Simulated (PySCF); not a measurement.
Delta-SCF ions had no search for a lower state. Excitations are Tamm–Dancoff values on a coarser integration grid. The basis has no diffuse functions, so Rydberg states are missing or too high.

C₂H₇BS, SMILES `CB(S)C` (C–B–S–H torsion 2°) (charge 0, multiplicity 1)

The numbers are results of ωB97X-D3(BJ)/def2-TZVP // B3LYP-D3(BJ)/def2-TZVP (PySCF), not measurements.

The HOMO is -10.23 eV. The dipole moment comes out as 0.257 e·Å and the HOMO–LUMO gap is 12.05 eV. The LUMO comes out as 1.81 eV and the S1 excitation (TDA) is 6.87 eV. The S1 oscillator strength is 0.012. The brightest of the four lowest singlets (TDA) comes out as 6.98 eV and the T1 excitation (TDA) is 5.62 eV. The S1–T1 gap (TDA) is 1.25 eV and the vertical ionisation energy (Delta-SCF) comes out as 10.23 eV. The total energy comes out as -13705.05 eV and the cost is very roughly 2.9 core-minutes.

```xyz
11

C      0.5973    -1.1949     0.2778
B      0.1483     0.2986     0.4485
C     -1.3402     0.7341     0.2008
S      1.3012     1.6037     0.9123
H      0.6532    -1.4181    -0.7950
H     -0.1483    -1.8839     0.6856
H      1.5683    -1.4381     0.7107
H     -1.7080     0.3278    -0.7467
H     -1.9740     0.2923     0.9785
H     -1.5146     1.8106     0.2042
H      2.4168     0.8679     1.0619
```
Charge 0, spin multiplicity 1.
